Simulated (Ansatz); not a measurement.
`O=C([CH-]C(=O)C(F)(F)F)C(F)(F)F`, charge -1, multiplicity 1.

**Question.** Give a relaxed structure at PBE0-D4/def2-TZVPD (the Gaussian-basis code of Ansatz). (Best estimate.)

**Answer.** The calculation gave: 
```xyz
14

O    -0.877    1.451   -0.397
C    -0.823    0.226   -0.462
C     0.118   -0.702    0.014
C     1.314   -0.491    0.727
O     2.079   -1.380    1.103
C     1.747    0.957    1.093
F     2.906    0.949    1.767
F     1.948    1.724    0.012
F     0.859    1.578    1.882
C    -2.008   -0.466   -1.206
F    -1.598   -1.184   -2.275
F    -2.683   -1.327   -0.414
F    -2.900    0.415   -1.659
H    -0.081   -1.749   -0.184
```
Point group Cs.
This is one stationary point; other conformers may exist.
